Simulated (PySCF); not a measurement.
CsI, SMILES [Cs][I]. The structure is a stationary point at B3LYP-D3(BJ)/def2-TZVPD. The def2 effective core potentials stand for the cores of Cs, I; spin–orbit coupling is left out.

Calculation: PySCF with B3LYP-D3(BJ)/def2-TZVPD.

Harmonic wavenumbers (cm⁻¹): 112. Rotational constants (GHz): 0.6813 (linear); symmetry number 1.

Question: Work out the zero-point energy and the ideal-gas rigid-rotor harmonic-oscillator thermochemistry at 298.15 K and 1 atm.

Answer: ZPE = ½ Σ hcν = ½ × 112 cm⁻¹ = 0.67 kJ/mol. H − E(el) = 11.22 kJ/mol. Entropy in J/(mol K): translation 178.09, rotation 84.13, vibration 13.53, total 275.75. G − E(el) = -71.00 kJ/mol. Cp = 37.22 J/(mol K). Modes under 150 cm⁻¹ make the vibrational entropy uncertain.
